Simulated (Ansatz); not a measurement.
Basis-set series for C5HBClF7O2 (`F[B-]1(Cl)OC(C(F)(F)F)=CC(C(F)(F)F)=[O+]1`). Total charge 0; spin multiplicity 1. Geometry: relaxed with PBE0-D4/def2-TZVP.

```tsv
functional	basis	functions	energy (Eh)	HOMO (eV)	LUMO (eV)
PBE0-D4	def2-SVP	233	-1523.56059	-8.72	-4.02
PBE0-D4	def2-QZVPP	955	-1525.03374	-8.94	-4.08
ωB97M-V	def2-SVP	233	-1524.47447	-10.95	-1.84
ωB97M-V	def2-QZVPP	955	-1525.96467	-11.20	-1.96
```

**Question.** Give the rows for def2-TZVPP. (Estimate.)

**Answer.** Computed: 
```tsv
functional	basis	functions	energy (Eh)	HOMO (eV)	LUMO (eV)
PBE0-D4	def2-TZVPP	521	-1524.96783	-8.90	-4.05
ωB97M-V	def2-TZVPP	521	-1525.90330	-11.16	-1.92
```
